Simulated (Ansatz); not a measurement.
Isomers of C3H5FSi, relaxed with PBE0-D4/def2-TZVP in Ansatz; electronic energies, one conformer each and not always the lowest. Functionals use def2-TZVPP; CBS adds triple-zeta CCSD(T) − MP2 to the MP2 limit of def2-TZVPP and def2-QZVPP.

Order them by energy at frozen-core CCSD(T)/CBS, lowest first. (Estimate.)
A. `CC1=C[SiH]1F`
B. `FC1C=C1[SiH3]`
C. `FC1C=C[SiH2]1`
D. `F[SiH]1C=CC1`
E. `CC1=C(F)[SiH2]1`
F. `F/C=C1/C[SiH2]1`
G. `C#CC[SiH2]F`
H. `FC1([SiH3])C=C1`

D (0.0 kcal/mol), A (17.6 kcal/mol), G (19.1 kcal/mol), C (58.2 kcal/mol), E (72.4 kcal/mol), F (75.1 kcal/mol), B (80.7 kcal/mol), H (88.5 kcal/mol).

How do ωB97M-V, PBE0-D4, B3LYP, B3LYP-D4 place them (kcal/mol, against `F[SiH]1C=CC1`)? (Best estimate.)

The calculation gave: 
```tsv
isomer	ωB97M-V	PBE0-D4	B3LYP	B3LYP-D4
`C#CC[SiH2]F`	20.9	23.9	17.1	17.6
`FC1C=C1[SiH3]`	78.9	77.1	75.6	76.2
`FC1C=C[SiH2]1`	56.8	55.4	55.6	55.5
`F/C=C1/C[SiH2]1`	72.6	69.8	69.2	69.5
`CC1=C[SiH]1F`	17.2	16.7	15.5	15.8
`CC1=C(F)[SiH2]1`	70.1	67.0	67.1	67.5
`FC1([SiH3])C=C1`	86.5	85.4	84.1	84.2
```

B3LYP here is the variant with VWN-RPA as its local correlation; programs differ in this.
